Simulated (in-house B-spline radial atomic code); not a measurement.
## Removing one electron from the rhenium ion Re⁶³⁺

Closed shell [Ne] 3s2. Computed with an all-electron radial atomic-structure program (B-spline basis): Koopmans values of Dirac-Hartree-Fock plus a diagonal self-energy, in second order or with its direct term screened (direct RPA, with the hole-particle interaction, or full time-dependent Hartree-Fock), linearised in energy; no-pair Dirac-Coulomb Hamiltonian, finite nucleus. Shifts add to the Koopmans value (the ΔSCF shift is orbital relaxation alone); the final value takes TDHF screening with Breit and QED.

Command:
```bash
python run_mb.py task.json out
```
Settings (nuclear radius in fm, box in bohr, cutoff in hartree):
```
basis_form          2
Z                   75
core_configuration  [Ne] 3s2
rms_radius          5.3698
mass_number         187
speed_of_light      137.036
box_radius          2.165
lmax                7
intervals           56
virtual_cutoff      22500.0
```

Cost of the run: 4.4 s on 1 thread of Arm Neoverse N1, with other jobs on the host.

Energies in eV:

```
subshell  Koopmans  ΔSCF shift  second order  direct RPA  hole-particle  TDHF  Breit + QED  final
   3s1/2   7242.11      -0.239             ?           ?              ?     ?            ?      ?
```

Q: What does the self-energy do to 3s1/2?

A: It shifts the removal energy by 3.877 eV in second order, 2.963 with direct RPA, 3.502 with the hole-particle term and 3.766 with TDHF screening (quasi-particle weight 0.996); Breit and QED add -11.963 eV. The final value is 7233.91 eV, against 7230 ± 19 eV (NIST, tabulated theory).
